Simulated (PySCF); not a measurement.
Molecule: C₃H₃N₂, net charge -1, singlet state. It need not be the lowest isomer of its formula. Whether it binds its extra electron was not tested at this geometry. SMILES: c1cn[n-]c1
Geometry: optimised at B3LYP-D3(BJ)/def2-TZVP (Ansatz).

Dispersion corrections to the total energy (kcal/mol) from the dftd3 and dftd4 libraries through PySCF: D3(BJ) without and D4 with the three-body term, each with the damping fitted for the functional named.

```tsv
functional	D3(BJ)	D4
HSE06	-2.26	-3.43
TPSS	-4.70	-6.17
B2PLYP	-2.94	…
CAM-B3LYP	-2.74	-3.70
BP86	-5.75	…
PBE0	…	-3.74
BHLYP	-5.04	-4.97
```

Question: Complete the blanks.

Answer: 
- B2PLYP, D4: -3.14
- BP86, D4: -5.81
- PBE0, D3(BJ): -3.17
